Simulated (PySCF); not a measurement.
Predicted microwave data (CAM-B3LYP/def2-SVPD in PySCF (dipole) on a GFN2-xTB geometry, gas phase) for one isomer of C4H12Si3:

| Property | Result |
| --- | --- |
| Rotational constants | A = 1657, B = 843.2, C = 597.6 MHz |
| Dipole components | \|μa\| = 0.46 D, \|μb\| = 0.61 D, \|μc\| = 0.32 D |
| Inertial defect | -58.70 u·Å² |
| κ | -0.54 |

Question: Which candidate fits, each taken in the one conformer that was computed?
A. `[CH:1]#[C:2][SiH2:3][SiH2:4][SiH2:5][CH2:6][CH3:7]` with C2–Si3–Si4–Si5 -58°, Si3–Si4–Si5–C6 60°, Si4–Si5–C6–C7 -175°
B. `[SiH3]C([SiH3])([SiH3])C1=CC1`
C. `[CH3:1][Si@@H:2]1[CH:3]=[CH:4][SiH2:5][CH2:6][SiH2:7]1` with C1–Si2–C3–C4 -126°, C3–C4–Si5–C6 -24°, C4–Si5–C6–Si7 52°, Si5–C6–Si7–Si2 -51°
D. `[SiH3:1][C:2]#[C:3][SiH2:4][CH2:5][CH2:6][SiH3:7]` with C3–Si4–C5–C6 53°, Si4–C5–C6–Si7 179°
E. `[SiH3:1]/[CH:2]=[CH:3]\[SiH2:4][SiH:5]1[CH2:6][CH2:7]1` with C2–C3–Si4–Si5 -81°, C3–Si4–Si5–C6 15°

Answer: A. It is C#C[SiH2][SiH2][SiH2]CC, an asymmetric top, point group C1. The candidates at the same level (rigid rotor, commonest isotopes):

| SMILES | A (MHz) | B (MHz) | C (MHz) | μa (D) | μb (D) | μc (D) | Δ (u·Å²) | point group | rotor |
| --- | --- | --- | --- | --- | --- | --- | --- | --- | --- |
| C[Si@@H]1C=C[SiH2]C[SiH2]1 | 1997 | 1168 | 817.6 | 0.24 | 0.19 | 0.10 | -67.49 | C1 | asymmetric top |
| [SiH3]C([SiH3])([SiH3])C1=CC1 | 1429 | 1191 | 1141 | 0.27 | 0.17 | 0.00 | -334.90 | near Cs | asymmetric top |
| [SiH3]C#C[SiH2]CC[SiH3] | 1928 | 507.8 | 413.4 | 0.04 | 0.03 | 0.03 | -34.95 | C1 | asymmetric top |
| C#C[SiH2][SiH2][SiH2]CC | 1657 | 843.2 | 597.6 | 0.46 | 0.61 | 0.32 | -58.70 | C1 | asymmetric top |
| [SiH3]/C=C\[SiH2][SiH]1CC1 | 2028 | 844.4 | 733.7 | 0.32 | 0.13 | 0.60 | -158.95 | C1 | asymmetric top |

`[SiH3]C([SiH3])([SiH3])C1=CC1` has C 91 % too high; `[SiH3]/C=C\[SiH2][SiH]1CC1` has C 23 % too high; `[SiH3]C#C[SiH2]CC[SiH3]` has B 40 % too low; `C[Si@@H]1C=C[SiH2]C[SiH2]1` has B 39 % too high. No structure here is proved a minimum.
